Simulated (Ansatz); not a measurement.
Consider the redistribution: `[F][GaH][GaH2]` + `FC1BO1` → `[GaH2][CH]1BO1` + `[F][GaH][F]`.

Gas-phase electronic energies from Ansatz, PBE0-D4/def2-TZVP geometries. CBS: MP2 limit from def2 TZ/QZ plus the TZ coupled-cluster correction, frozen cores. DFT in def2-TZVPP. HSE06 is defined as in plane-wave codes. For Ga outer-core shells are correlated without core-valence functions, which leaves a few kJ/mol of doubt a bond. Scalar relativity is left out up to krypton.

`[F][GaH][GaH2]`:

Z-matrix (Å, degrees):
```
Ga
Ga 1 2.468
F 1 1.773 2 111.3
H 1 1.572 2 137.5 3 180.0
H 2 1.572 1 120.9 3 89.7
H 2 1.572 1 120.9 3 -89.7
```

`FC1BO1`:

```xyz
6

F    -0.864   -0.316    1.447
C    -0.330   -0.475    0.214
B     0.700    0.495   -0.307
O    -0.581    0.665   -0.653
H    -0.654   -1.418   -0.217
H     1.729    1.048   -0.484
```

`[GaH2][CH]1BO1`:

Cartesian coordinates in Å:
```
Ga 0.686 -1.327 -0.301
C -0.601 0.051 0.206
B -0.260 1.528 0.330
O -0.849 1.185 -0.801
H 1.646 -1.064 -1.509
H 0.757 -2.635 0.562
H -1.538 -0.252 0.674
H 0.158 2.512 0.840
```

`[F][GaH][F]`:

Z-matrix (Å, degrees):
```
Ga
F 1 1.740
F 1 1.740 2 111.9
H 1 1.536 2 124.0 3 180.0
```

| level | ΔE (kJ/mol) | difference from CCSD(T)/CBS |
| --- | --- | --- |
| r2SCAN-D4 | -102.7 | 7.2 |
| B97M-V | -103.0 | 6.9 |
| CAM-B3LYP-D4 | -98.0 | 11.9 |
| ωB97X-V | -100.1 | 9.8 |
| ωB97M-V | -98.8 | 11.1 |
| revPBE | -87.3 | 22.6 |
| r2SCAN0 | -99.9 | 10.0 |
| HSE06 | -88.8 | 21.1 |
| LC-ωPBE | -100.9 | 9.0 |
| HF/def2-SVP | -93.9 | 16.0 |
| MP2/def2-SVP | -123.8 | -13.9 |
| CCSD(T)/def2-SVP | -107.3 | 2.6 |
| CCSD(T)/def2-TZVPP | -112.1 | -2.2 |
| HF/def2-QZVPP | -101.8 | 8.1 |
| SCS-MP2/def2-QZVPP | -122.6 | -12.7 |
| MP2/CBS(def2) | -125.4 | -15.5 |
| CCSD(T)/CBS | -109.9 | 0 |

Largest T1 diagnostic among the species: 0.016.

From BLYP to BHLYP (50 % exact exchange), in def2-TZVPP and without D4, ΔE moves by −4.2 kJ/mol. Leaving LDA and LC-ωPBE aside and taking each functional with its dispersion term where it has one, the values, not all of them listed here, spread over 19.2 kJ/mol, from B2PLYP to PBE-D4. LDA lies +3.7 kJ/mol from PBE without D4. In def2-TZVPP, CCSD(T) changes the Hartree–Fock value by −12.7 kJ/mol (the triples alone add −2.5 kJ/mol) and MP2 by −28.2 kJ/mol.
